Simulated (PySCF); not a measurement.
Compound: C6H7P.
Bonds: P1–C2, C2–C3 (aromatic), C3–C4 (aromatic), C4–C5 (aromatic), C5–C6 (aromatic), C6–C7 (aromatic), C2–C7 (aromatic). Hydrogens: H8, H9 on P1; H10 on C3; H11 on C4; H12 on C5; H13 on C6; H14 on C7.

The same species was optimised twice, with GFN2-xTB and with PBE0-D3(BJ)/def2-SVP (PySCF), and the same property calculations (PySCF, gas phase) were run on both structures.

| coordinate | GFN2-xTB | PBE0-D3(BJ)/def2-SVP | change |
| --- | --- | --- | --- |
| C3–C4 (Å) | 1.383 | 1.394 | +0.011 |
| C6–C7 (Å) | 1.382 | 1.393 | +0.011 |
| P1–C2 (Å) | 1.829 | 1.839 | +0.010 |
| C2–C7 (Å) | 1.391 | 1.401 | +0.010 |
| C2–C3 (Å) | 1.391 | 1.401 | +0.010 |
| C5–C6 (Å) | 1.385 | 1.394 | +0.009 |
| C4–C5 (Å) | 1.385 | 1.394 | +0.009 |
| C3–C2–C7 (°) | 119.3 | 118.6 | -0.7 |
| C2–C3–C4 (°) | 120.2 | 120.7 | +0.5 |
| C4–C5–C6 (°) | 119.9 | 119.5 | -0.4 |
| C2–C7–C6 (°) | 120.3 | 120.6 | +0.3 |
| P1–C2–C7 (°) | 120.1 | 120.5 | +0.4 |
| P1–C2–C3 (°) | 120.4 | 120.6 | +0.2 |
| C5–C6–C7 (°) | 120.1 | 120.3 | +0.2 |
| C3–C4–C5 (°) | 120.1 | 120.3 | +0.2 |

Rotational constants: A = 5541, B = 1536, C = 1213 MHz (GFN2-xTB) against A = 5476, B = 1507, C = 1192 MHz (PBE0-D3(BJ)/def2-SVP). Point groups within 0.08 Å: Cs and Cs.

On the GFN2-xTB structure: HOMO (eV) -6.74 [PBE0/pcSseg-1]; LUMO (eV) -0.44 [PBE0/pcSseg-1]; dipole (D) 1.09 [PBE0/pcSseg-1]; GIAO shielding of P1 (ppm) 466.6 [PBE0/pcSseg-1]; GIAO shielding of C2 (ppm) 48.2 [PBE0/pcSseg-1]; GIAO shielding of C3/C7 (mean) (ppm) 50.4 [PBE0/pcSseg-1]; GIAO shielding of C4/C6 (mean) (ppm) 53.1 [PBE0/pcSseg-1]; GIAO shielding of C5 (ppm) 55.1 [PBE0/pcSseg-1].

**Question.** What do these properties become on the PBE0-D3(BJ)/def2-SVP structure?

**Answer.** 
```
                                    property          level  on GFN2-xTB  on PBE0-D3(BJ)/def2-SVP  change
                                   HOMO (eV)  PBE0/pcSseg-1        -6.74                    -6.72   +0.02
                                   LUMO (eV)  PBE0/pcSseg-1        -0.44                    -0.52   -0.08
                                  dipole (D)  PBE0/pcSseg-1         1.09                     1.07   -0.02
energy, GFN2-xTB geometry as zero (kcal/mol)  PBE0/pcSseg-1          0.0                     -0.9    -0.9
                  GIAO shielding of P1 (ppm)  PBE0/pcSseg-1        466.6                    447.3   -19.3
                  GIAO shielding of C2 (ppm)  PBE0/pcSseg-1         48.2                     46.0    -2.2
        GIAO shielding of C3/C7 (mean) (ppm)  PBE0/pcSseg-1         50.4                     48.1    -2.3
        GIAO shielding of C4/C6 (mean) (ppm)  PBE0/pcSseg-1         53.1                     50.4    -2.7
                  GIAO shielding of C5 (ppm)  PBE0/pcSseg-1         55.1                     52.4    -2.7
```

The heavy atoms differ by 0.018 Å rms after alignment. Among bonds between heavy atoms P1–C2, C2–C3, C2–C7, C3–C4 and C6–C7 change most and about equally (+0.010 to +0.011 Å). Changes are differences of the printed values. Neither structure is proved a minimum here.

The values belong to the conformer `[PH2:1][c:2]1[cH:3][cH:4][cH:5][cH:6][cH:7]1`: H–P1–C2–C3 140°, H–P1–C2–C3 45°.
